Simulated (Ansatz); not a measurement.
Input for Ansatz (an electronic-structure program): R-r2SCAN/def2-TZVPPD on C3H4O (a complex). Files ending in .json are basis or fitting sets from the Basis Set Exchange.

Ansatz 0.2 input:
```yaml
crystal:
  periodic: [false, false, false]
  atoms:
    - {symbol: C, position_ang: [0.44855402, 0.04749817, -0.63770742]}
    - {symbol: C, position_ang: [-0.22974511, -0.02318858, 0.34725695]}
    - {symbol: H, position_ang: [1.04223418, 0.10927091, -1.51685729]}
    - {symbol: H, position_ang: [-0.81984812, -0.08466592, 1.23547585]}
    - {symbol: C, position_ang: [0.31994435, 0.05486482, 3.72837051]}
    - {symbol: O, position_ang: [-0.84705071, -0.07755054, 3.47485930]}
    - {symbol: H, position_ang: [1.08331487, 0.13731841, 2.93258902]}
    - {symbol: H, position_ang: [0.68544865, 0.10057601, 4.77070893]}
basis:
  gaussian:
    orbitals: def2-TZVPPD.json
hamiltonian:
  xc: {name: r2SCAN}
scf: {lower_state_search: off}
```

It printed:

```
WARN ansatz: RAYON_NUM_THREADS=1 ignored (pool sized by the plan → 1); use --threads N
Functional definition: r2SCAN
these checks for a lower state are left out or cut short: stability, starts, cluster_reference, orbital_swaps, neighbouring_geometries, increment
integrals: 0.09 GiB planned
942 factors; their error is unknown
mean field: 0.86 GiB planned
mean field evaluation 1: about -5211.1091 eV, gradient 6.1e1 eV
mean field evaluation 2: about -5202.2422 eV, gradient 9.0e1 eV
mean field evaluation 4: about -5219.1040 eV, gradient 3.7e0 eV
mean field evaluation 8: about -5219.1408 eV, gradient 2.6e-1 eV
mean field evaluation 16: about -5219.1111 eV, gradient 1.4e-4 eV
mean field -5219.11112199 eV, -191.7987960925 hartree, gradient 3.5e-6 eV, S^2 0.000000; 0 other end points of the search recorded, 0 dependent functions left out
reference -5219.11113696 eV, -191.7987966428 hartree; 15, 15 occupied and 204, 204 virtual orbitals, 942 factors
Total energy: -5219.11113696 eV, -191.7987966428 hartree
Checks for a lower state left out: stability, starts, cluster_reference, orbital_swaps, neighbouring_geometries, increment
```

The run converged.

Cost: about 2.7 core-seconds (a rough figure).
